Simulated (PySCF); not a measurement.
MoH₂ + MoF₂ → 2 MoHF

Level: PBE0 in the def2-TZVP basis family, computed in PySCF with density fitting; scalar-relativistic core potentials for atoms from Rb on, none lighter, no spin–orbit coupling; open shells unrestricted.

| species | state and structure | E (Eh) | ZPE (kJ/mol) | H(298 K) − H(0) (kJ/mol) | S° (J/(mol K)) |
| --- | --- | --- | --- | --- | --- |
| MoH₂ | quintet, C2v, Mo–H 1.706 Å (×2); H–Mo–H 108.1° | -69.28343 | 25.3 | 10.4 | 240.3 |
| MoF₂ | quintet, C2v, Mo–F 1.868 Å (×2); F–Mo–F 134.2° | -267.81612 | 8.8 | 12.3 | 292.0 |
| MoHF | quintet, Cs, Mo–F 1.868 Å, Mo–H 1.710 Å; F–Mo–H 117.2° | -168.54905 | 17.9 | 10.9 | 271.9 |

Problem. What is the electronic reaction energy?

Solution. At PBE0/def2-TZVP, ΔE = 3.8 kJ/mol from the differences of the total energies times 2625.5, uphill. Ligand scrambling is nearly thermoneutral, as expected when bond energies add up.

Problem. Add zero-point, thermal and entropy terms for 298.15 K and 1 bar.

Solution. ΔZPE = 1.7 and Δ[H(298) − H(0)] = -0.9 kJ/mol give ΔH° = 4.6 kJ/mol. ΔS° = 11.5 J/(mol K), so ΔG° = 4.6 − 298.15 × (0.0115) = 1 kJ/mol and log₁₀K = -0.2.

Open d or f shells are single determinants, so the state found may not be the ground state. Only the bonding shown was studied: isomers, or loss of a ligand pair, can lie lower.
